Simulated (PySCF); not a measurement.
Species: C₂H₈GeOS.
Atom-mapped SMILES: `[CH3:1][O:2][GeH2:3][S:4][CH3:5]` (hydrogens: H6, H7, H8 on C1; H9, H10 on Ge3; H11, H12, H13 on C5)

Computed by this run: PBE0-D3(BJ)/def2-SVP geometry optimisation, gas phase in PySCF 2.14.0; density fitting, grid level 1; the optimiser is geomeTRIC in internal coordinates, started from a GFN2-xTB structure with every atom displaced at random (about 0.01 Å).

Step 0: E = -71576.5420 eV
```
atom  x, y, z in Å  |  force x, y, z in eV/Å
C1     -1.9880   -0.5131    0.0500   -0.546   2.009  -0.326
O2     -1.1806    0.5683    0.4620   -0.395  -0.640   0.313
Ge3     0.0168    1.4013   -0.5188    0.805  -0.349   0.646
S4      1.5717   -0.0514   -1.2429   -0.528   0.336  -0.091
C5      2.0146   -0.7876    0.3571   -0.658   1.476   0.180
H6     -2.7766   -0.1319   -0.6534    0.280  -0.444   0.256
H7     -2.4852   -0.8869    0.9381   -0.244  -0.428   0.361
H8     -1.4215   -1.2806   -0.4417    0.523  -0.881  -0.432
H9      0.5208    2.3496    0.5771    0.255   0.101  -0.147
H10    -0.5911    2.0931   -1.6936   -0.301   0.320  -0.794
H11     2.5239   -0.0396    0.9769    0.167  -0.080   0.090
H12     1.1422   -1.1454    0.8945   -0.398  -0.197   0.159
H13     2.6586   -1.5940    0.1342    1.040  -1.222  -0.214
```

Step 1: E = -71576.7002 eV
```
atom  x, y, z in Å  |  force x, y, z in eV/Å
C1     -1.9485   -0.4870    0.0313   -0.007  -0.266   0.006
O2     -1.2089    0.5666    0.5740    0.356   0.338  -0.214
Ge3    -0.0024    1.4156   -0.4527   -0.260   0.013   0.055
S4      1.4065   -0.0989   -1.2305    0.031   0.007  -0.023
C5      1.9648   -0.7692    0.3683    0.118  -0.242  -0.070
H6     -2.7033   -0.1431   -0.6996   -0.033   0.028  -0.040
H7     -2.4829   -0.9816    0.8596   -0.008  -0.049  -0.079
H8     -1.3113   -1.2460   -0.4772   -0.107   0.162   0.115
H9      0.6732    2.4085    0.5112   -0.075  -0.086  -0.030
H10    -0.6578    2.0880   -1.6899    0.052  -0.114   0.186
H11     2.5398   -0.0271    0.9352    0.052   0.060   0.040
H12     1.1148   -1.1171    0.9714    0.010   0.000  -0.009
H13     2.6216   -1.6269    0.1383   -0.129   0.151   0.063
```

Problem. Estimate the geometry and energy of step 2. (The exact step hangs on the optimiser's Hessian estimate; all steps are aligned on step 1, rigid shifts and turns removed.)

Solution. E = -71576.7106 eV, largest force 0.082 eV/Å
```
atom  x, y, z in Å  |  force x, y, z in eV/Å
C1     -1.9791   -0.4742    0.0252   -0.024  -0.045  -0.048
O2     -1.2158    0.5672    0.5687    0.054   0.037  -0.045
Ge3    -0.0082    1.3977   -0.4505   -0.054  -0.042   0.045
S4      1.4161   -0.1116   -1.2234    0.003   0.016   0.008
C5      2.0045   -0.7689    0.3721    0.033  -0.011  -0.004
H6     -2.7289   -0.1102   -0.7040    0.003   0.009   0.009
H7     -2.5223   -0.9769    0.8415    0.013   0.016   0.000
H8     -1.3545   -1.2305   -0.4893   -0.011   0.019   0.022
H9      0.6511    2.3870    0.5169    0.009   0.002   0.023
H10    -0.6673    2.0581   -1.6757   -0.003  -0.022  -0.010
H11     2.5869   -0.0179    0.9248   -0.002   0.000  -0.004
H12     1.1659   -1.1155    0.9910   -0.002   0.004   0.002
H13     2.6574   -1.6226    0.1421   -0.022   0.017   0.002
```

The energy changes by -0.0104 eV. The first-order estimate −F·Δx gives -0.0187 eV and the mean of the old and new forces, exact on a quadratic surface, -0.0106 eV. The step makes an angle of 80° with the force vector and moves no atom by more than 0.055 Å.

What follows is the cost of the whole optimisation. The run took 46 s wall on one thread of an Arm Neoverse V1, on a shared host, and the process peaked at 0.55 GiB of memory.
